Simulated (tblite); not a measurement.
Compound: C5H4FO (charge +1).
InChI=1S/C5H4FO/c6-5-1-3-7-4-2-5/h1-4H/q+1

Computed values, GFN2-xTB/tblite, gas phase, harmonic and unscaled. The method is semi-empirical: single wavenumbers can be off by several per cent or more.

Harmonic wavenumbers (cm⁻¹): 195.1, 366.5, 391.8, 477.6, 490.5, 628.0, 695.4, 836.2, 837.1, 877.9, 908.5, 922.0, 990.4, 1031.5, 1068.3, 1146.8, 1209.0, 1233.4, 1261.3, 1414.3, 1444.2, 1478.9, 1552.8, 3052.2, 3054.8, 3101.1, 3102.8.

A = 6001, B = 2574, C = 1801 MHz; mass 99.025 u (most abundant isotopes); point group C2v, symmetry number 2.

**Question.** What is the zero-point energy?

**Answer.** Half the sum of the wavenumbers: 16884 cm⁻¹ = 48.27 kcal/mol.

**Question.** Entropy at 400 K, 1 bar (ideal gas, RRHO, classical rotation)?

**Answer.** Translation 41.17, rotation 26.35, vibration 12.73: S = 80.2 cal/(mol K).

**Question.** And Cp and H(400 K) − H(0)?

**Answer.** Cp = 28.77 cal/(mol K), of which vibrations give 20.82 (their classical limit is 27 R = 53.7); H(400 K) − H(0) = 6.50 kcal/mol without the zero-point energy, 3.32 from vibrations.

**Question.** What must be added to the electronic energy to get the Gibbs energy at 400 K and 1 bar?

**Answer.** ZPE + [H(400 K) − H(0)] − T·S = 48.27 + 6.50 − 32.10 = 22.67 kcal/mol.

**Question.** How do the functions run with temperature in this model?

**Answer.** 
```json
{"T (K)": "50", "S (cal/(mol K))": "51.0", "Cp (cal/(mol K))": "8.2", "H − H(0) (kcal/mol)": "0.40", "G − H(0) (kcal/mol)": "-2.15", "ln q(vib)": "0.00"}
{"T (K)": "100", "S (cal/(mol K))": "57.1", "Cp (cal/(mol K))": "9.8", "H − H(0) (kcal/mol)": "0.84", "G − H(0) (kcal/mol)": "-4.87", "ln q(vib)": "0.07"}
{"T (K)": "298.15", "S (cal/(mol K))": "72.8", "Cp (cal/(mol K))": "22.0", "H − H(0) (kcal/mol)": "3.90", "G − H(0) (kcal/mol)": "-17.80", "ln q(vib)": "1.24"}
{"T (K)": "373.15", "S (cal/(mol K))": "78.3", "Cp (cal/(mol K))": "27.1", "H − H(0) (kcal/mol)": "5.75", "G − H(0) (kcal/mol)": "-23.47", "ln q(vib)": "1.95"}
{"T (K)": "500", "S (cal/(mol K))": "87.3", "Cp (cal/(mol K))": "34.2", "H − H(0) (kcal/mol)": "9.66", "G − H(0) (kcal/mol)": "-33.98", "ln q(vib)": "3.33"}
{"T (K)": "750", "S (cal/(mol K))": "103.0", "Cp (cal/(mol K))": "43.3", "H − H(0) (kcal/mol)": "19.46", "G − H(0) (kcal/mol)": "-57.82", "ln q(vib)": "6.30"}
{"T (K)": "1000", "S (cal/(mol K))": "116.3", "Cp (cal/(mol K))": "48.7", "H − H(0) (kcal/mol)": "31.01", "G − H(0) (kcal/mol)": "-85.29", "ln q(vib)": "9.28"}
```

q(vib) and H(0) count from the zero-point level.

**Question.** Which modes carry the vibrational entropy at 400 K?

**Answer.** 195.1 cm⁻¹: 2.73; 366.5 cm⁻¹: 1.58; 391.8 cm⁻¹: 1.46; 477.6 cm⁻¹: 1.14; 490.5 cm⁻¹: 1.10; 628.0 cm⁻¹: 0.74 cal/(mol K); the other 21 give 3.98 together.

Hindered rotation and anharmonicity are outside this model.

Hardware: one thread, Arm Neoverse N1 (aarch64), no GPU, shared host with 48 logical CPUs at a one-minute load of 28. Cost: 0.3 s wall. This covers the Hessian and the dipole derivatives.
